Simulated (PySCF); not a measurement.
Working out the ionisation energy of Ir⁺

Ir⁺ [Xe] 4f14 5d7 6s1 (5F) → Ir²⁺ [Xe] 4f14 5d7 (4F). Computed with PySCF 2.14 in def2-TZVPPD with the def2 core potential (60 electrons), with a scalar-relativistic core potential. Frozen: nothing. Energies in hartree (1 hartree = 27.21139 eV):

```csv
part,Ir⁺ (lower),Ir²⁺ (upper)
UHF,-103.187661,-102.587426
MP2 opposite-spin,-0.265122,-0.242736
MP2 same-spin,-0.141055,-0.115857
```

What does Hartree-Fock give?

(-102.587426) − (-103.187661) = 0.600235 hartree = 16.333 eV.

What do MP2 and SCS-MP2 (6/5 opposite-spin, 1/3 same-spin) give?

The opposite-spin parts differ by 0.609 eV and the same-spin parts by 0.686 eV. MP2: 16.333 + (0.609) + (0.686) = 17.628 eV. SCS-MP2: 16.333 + 1.2 × (0.609) + (0.686)/3 = 17.292 eV.

Reference: 17 ± 0.3 eV (semi-empirical (NIST evaluation); NIST Atomic Spectra Database, ionization energies), between the lowest levels; spin-orbit coupling is absent from the calculation.

What remains against the reference includes basis incompleteness and correlation beyond second order.
